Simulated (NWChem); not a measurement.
Molecule: CHClF2; SMILES C(F)(F)Cl

```xyz
5

F     -0.1444     1.0329     1.0790
C      0.3642     0.4477     0.0000
F     -0.1444     1.0329    -1.0790
Cl    -0.0534    -1.2713     0.0000
H      1.4611     0.5427     0.0000
```
Atoms are numbered in this order, from 1.

All runs: NWChem. Geometry optimised at PBE0/def2-SVP; all other runs use it. 

| quantity | level | value |
|---|---|---|
| −ε(HOMO) (eV) | PBE0/def2-SVP | (withheld) |
| anisotropy (bohr³), static | PBE0/def2-SVPD | 8.7 |
| dipole in solution (D) in n-hexane | PBE0/def2-SVP, SMD | (withheld) |
| vertical, lowest excitation, singlet (eV) | PBE0/def2-SVPD, TDA | (withheld) |
| dipole (D) | PBE0/def2-SVP | 1.43 |
| highest harmonic frequency (cm⁻¹) | PBE0/def2-SVP | 3146 |

### Question
Some entries are withheld; supply them.

### Answer

- −ε(HOMO) (eV), value: 9.37
- dipole in solution (D) in n-hexane, value: 1.59
- vertical, lowest excitation, singlet (eV), value: 8.05
